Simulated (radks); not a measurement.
Species: Cl-. Configuration: [Ar]. All-electron calculation, non-relativistic Kohn-Sham, LDA (Slater exchange, VWN5 correlation), spin-polarised, spherical densities, point nucleus; Watson sphere of charge +1 and radius 4.39 bohr. Program: a radial shooting solver on a logarithmic mesh with Libxc functionals.

Unscreened Slater integrals over Kohn-Sham orbitals (cm^-1). They are taken over the spin-up orbitals.

F0(3p,3p): 99244
F2(3p,3p): 47429
F0(3p,3s): 110540
G1(3p,3s): 69900
F0(3p,2p): 140460
F2(3p,2p): 21176
G0(3p,2p): 8175.4
G2(3p,2p): 8154.4
F0(3p,2s): 138950
G1(3p,2s): 6232.2
F0(3s,3s): 125630
F0(3s,2p): 169340
G1(3s,2p): 12054
F0(3s,2s): 167730
G0(3s,2s): 9659.0
F0(2p,2p): 492880
F2(2p,2p): 228560
F0(2p,2s): 463280
G1(2p,2s): 273040
F0(2s,2s): 443740
